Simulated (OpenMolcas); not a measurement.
Dy2+ in a ligand field

Dy2+ with 7 ligands (fluoride) in pentagonal bipyramidal coordination (D5h) at 2.44 Å, the axial distance 2.513 Å. A charge of +0.714 e stands 2.4 Å behind each ligand. Ligand basis ANO-RCC-VDZP.

| Property | Result |
| --- | --- |
| Program | OpenMolcas |
| Method | CASSCF |
| Basis | ANO-RCC-VDZP [7s6p4d2f1g] |
| Scalar Hamiltonian | DKH2, point nucleus |
| Active space | 10 electrons in 7 orbitals (4f) |
| State averaging | 2S+1 = 5 even, 35 roots (33 in the spin-orbit step); 2S+1 = 3 even, 106 roots kept (CI in the orbitals of an earlier block); 2S+1 = 1 even, 43 roots kept (CI in the orbitals of an earlier block, 31 in the spin-orbit step) |
| Spin-orbit coupling | RASSI with atomic mean-field integrals over the reference wave functions |

The lowest spin-free states, above the lowest:

```tsv
State	Degeneracy	E (cm-1)
2S+1 = 5	1	0.0
2S+1 = 5	2	16.1
2S+1 = 5	2	65.2
2S+1 = 5	2	143.7
2S+1 = 5	2	175.5
2S+1 = 5	2	231.3
2S+1 = 5	1	277.0
2S+1 = 5	1	278.3
2S+1 = 5	2	16312
2S+1 = 5	1	16511
2S+1 = 5	2	16580
2S+1 = 5	1	16582
2S+1 = 5	2	16604
2S+1 = 3	2	19515
2S+1 = 3	1	19554
2S+1 = 3	2	19556
2S+1 = 3	2	19564
2S+1 = 3	2	19576
2S+1 = 3	2	19579
2S+1 = 3	2	19589
```

The lowest levels with spin-orbit coupling:

```tsv
E (cm-1)	Degeneracy	2S+1	g
0.0	1	5	
8.3	2	5	0.00 0.00 2.50
32.9	2	5	0.00 0.00 5.00
72.6	2	5	0.00 0.00 7.50
124.0	2	5	0.00 0.00 9.98
148.1	2	5	0.00 0.00 19.89
178.7	1	5	
178.9	1	5	
221.1	2	5	0.00 0.00 14.92
224.2	2	5	0.00 0.00 17.38
4246	1	5	
4255	2	5	0.00 0.00 2.37
4282	2	5	0.00 0.00 4.74
4321	2	5	0.00 0.00 7.09
4368	2	5	0.00 0.00 9.42
4403	2	5	0.00 0.00 16.45
4409	1	5	
4409	1	5	
4428	2	5	0.00 0.00 14.05
7388	1	5
```

Powder χT (cm3 K/mol): 4.64 at 2 K, 11.5 at 10 K, 13.5 at 50 K, 13.7 at 100 K, 13.9 at 200 K, 13.9 at 300 K. The effective moment at 300 K is 2.828 √(χT) = 10.55 μB.

Hund's rules give f10 the level 5I8 with g = 1.250, so an isolated free-ion multiplet has χT = g² J(J+1) / 8 = 14.062 cm3 K/mol. The computed 13.905 at 300 K differs by -1 %, through the field's splitting, the mixing of terms and any other multiplet in reach.

Stevens parameters of the J = 8 multiplet, which is 224 cm-1 wide (cm-1, z along the main axis): B20 = 9.831e-01, B40 = -3.739e-03, B60 = -4.952e-06.

Metal share of the active 4f orbitals (Löwdin): 100, 100, 100, 100, 100, 100, 100 %; Mulliken charge of the metal 1.90.

High states are left out of the spin-orbit mixing, which shifts the levels that they would mix with. Without dynamic correlation the ligand-field splitting of an f shell can come out too small, at times by half. The first state left out of the spin-orbit step lies near 43000 cm-1 above the lowest spin-free state of the reference (among the parities and spins computed), and the lists stop at four fifths of that energy or lower. No measured value stands beside these numbers; the geometry was imposed, not optimised, and the real ion may take another.

The RASSCF and RASSI steps took 94 s on 1 thread of AMD EPYC 9R45 96-Core Processor (Zen 5), on a shared host; the integral step is not counted.

With an even number of electrons the g values are those of a degenerate or nearly degenerate non-Kramers pair.
